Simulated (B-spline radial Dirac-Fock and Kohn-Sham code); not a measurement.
Run log: Be

ΔSCF core binding energies without Breit or QED terms, calculated with an atomic code on a B-spline grid. Keys: rel is the Hamiltonian (dirac, or spin-free x2c and nr, where L3 and M5 stand for the whole 2p and 3d shells), method is hf or an exchange,correlation pair (spin-unpolarised, also for the hole states), nuc the nuclear model, radius_factor scales its radius, rmax is the box in bohr, h the logarithmic mesh step, order the B-spline order, points the quadrature points per cell, c_factor scales the speed of light, and damp, ndamp, maxit and tol steer the iteration. The run stops when the commutator error falls below 10·tol·max(1, Z/10), or the numerical noise floor, and the energy has settled to about 1e-8 Ha; the virial ratio is −V/T.

Input (task.json):

```json
{"items": [{"Z": 4, "q": 0, "cfg": [[1, 0, 2], [2, 0, 2]], "A": 9, "rrms": 2.519, "do": "settings", "holes": ["K", "L3", "M5"],
  "settings": [{"rel": "dirac", "method": "pbee", "nuc": "fermi", "radius_factor": 1.0, "rmax": 45.0, "h": 0.3, "order": 8, "points": 10, "c_factor": 1.0, "maxit": 90, "damp": 0.5, "ndamp": 3, "tol": 1e-08}]}]}
```

Command: `python xray2_run.py task.json out`

The program stops without a result: KeyError: "LibXCFunctional: name 'PBEE' not found.".

**Question.** One setting is unsound. Which, and why?

**Answer.** method names a functional that the program does not serve. With the default settings (Dirac Hartree-Fock): The ground state converged in 9 iterations, with total energy -14.57589 Ha, virial ratio 1.99961 and highest orbital energy -8.42 eV. ΔSCF binding energies: K (1s) 123.4 eV. Holes are computed only in closed shells, and unreliable hole states are left out.
